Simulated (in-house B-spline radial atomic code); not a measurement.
A fraction x of an electron is moved 3p → 3d in neutral phosphorus, starting from [Ne] 3s2 3p3 and keeping the highest spin. Computed with a radial B-spline atomic code at the basis-set limit: scalar-relativistic (X2C) SCAN, spin-polarised, spherical fractional occupations, Fermi nucleus of rms radius 3.1889 fm.

```tsv
x	E(x) - E(0) (eV)	3p up level (eV)	3d up level (eV)
0	0.0000	-6.685	-
0.125	0.8810	-7.590	-0.164
0.25	1.8554	-8.419	-0.264
0.375	2.9168	-9.161	-0.349
0.5	4.0509	-9.718	-0.418
0.625	5.2350	-10.102	-0.477
0.75	?	?	?
0.875	?	?	?
1	8.9602	-10.803	-0.620
```

(1) What belongs in the row x = 0.75?

(2) What belongs in the row x = 0.875?

(3) Check Janak's theorem between x = 0.125 and 0.25.

## Answers

(1) An energy change of 6.4532 eV; 3p up at -10.380 eV, 3d up at -0.527 eV.

(2) An energy change of 7.6965 eV; 3p up at -10.607 eV, 3d up at -0.573 eV.

(3) The slope of the energy is 7.80 eV; the orbital levels give 7.79 eV (ε of the receiving orbital less ε of the emptying one, averaged over the two points).
